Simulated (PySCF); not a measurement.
SMILES C[Si](C)O[SiH](C)C, doublet, GFN2-xTB optimised geometry.

```
20

C     -3.43     0.25     2.32
Si    -1.69    -0.51     2.38
C     -1.68    -2.33     1.78
O     -0.71     0.35     1.40
Si    -0.23     1.02     0.00
C      1.67     1.02     0.00
C     -0.90     0.02    -1.47
H     -4.12    -0.29     2.96
H     -3.42     1.29     2.64
H     -3.81     0.22     1.30
H     -0.68    -2.74     1.78
H     -2.07    -2.38     0.76
H     -2.30    -2.95     2.41
H     -0.78     2.38     0.00
H      2.06     1.52    -0.88
H      2.07     0.01     0.01
H      2.06     1.54     0.87
H     -0.60     0.45    -2.42
H     -0.54    -1.01    -1.45
H     -1.99    -0.01    -1.46
```

Density from unrestricted PBE0/def2-SVP (PySCF) at that geometry.

Minimum of the electron density along straight lines between bonded atoms, close to the bond critical point (lines longer than 1.1 times the sum of covalent radii, or with two minima, are not listed):

| bond | length / Å | ρ at the minimum / e bohr⁻³ | ∇²ρ there / e bohr⁻⁵ | position (fraction from the first atom) |
|---|---|---|---|---|
| C1–Si2 | 1.907 | 0.110 | 0.30 | 0.62 |
| Si2–C3 | 1.908 | 0.110 | 0.30 | 0.38 |
| Si2–O4 | 1.635 | 0.121 | 1.04 | 0.41 |
| O4–Si5 | 1.625 | 0.124 | 1.06 | 0.59 |
| Si5–C6 | 1.896 | 0.113 | 0.32 | 0.38 |
| Si5–C7 | 1.901 | 0.112 | 0.32 | 0.38 |
| C1–H8 | 1.085 | 0.272 | -0.98 | 0.62 |
| C1–H9 | 1.085 | 0.272 | -0.98 | 0.63 |
| C1–H10 | 1.089 | 0.268 | -0.94 | 0.62 |
| C3–H11 | 1.086 | 0.272 | -0.98 | 0.63 |
| C3–H12 | 1.089 | 0.269 | -0.95 | 0.62 |
| C3–H13 | 1.085 | 0.272 | -0.98 | 0.62 |
| Si5–H14 | 1.469 | 0.118 | 0.33 | 0.49 |
| C6–H15 | 1.085 | 0.271 | -0.96 | 0.62 |
| C6–H16 | 1.086 | 0.271 | -0.96 | 0.62 |
| C6–H17 | 1.085 | 0.272 | -0.97 | 0.63 |
| C7–H18 | 1.086 | 0.271 | -0.96 | 0.62 |
| C7–H19 | 1.087 | 0.270 | -0.96 | 0.62 |
| C7–H20 | 1.087 | 0.271 | -0.96 | 0.62 |
